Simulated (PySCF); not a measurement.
A structure optimised at PBE-D3(BJ)/def2-SVP, used in a PySCF frequency run:

```xyz
13

C      3.5336    -0.7241     0.5025
C      2.3867     0.1742     0.1507
C      1.1212    -0.2569    -0.0257
O      0.1030     0.5700    -0.4040
Ge    -1.6225     0.1025    -0.0759
H      4.0246    -0.4148     1.4513
H      3.2077    -1.7777     0.6225
H      4.3273    -0.7076    -0.2766
H      2.5816     1.2518     0.0130
H      0.8684    -1.3320     0.0997
H     -1.9135     0.2559     1.4415
H     -1.8118    -1.3722    -0.5266
H     -2.4365     1.0971    -0.9292
```

Write its SMILES and formula.

C/C=C/[O][GeH3], C3H8GeO

What are its rotational constants (standard atomic weights)?

18.541, 1.0071, 0.97819 GHz
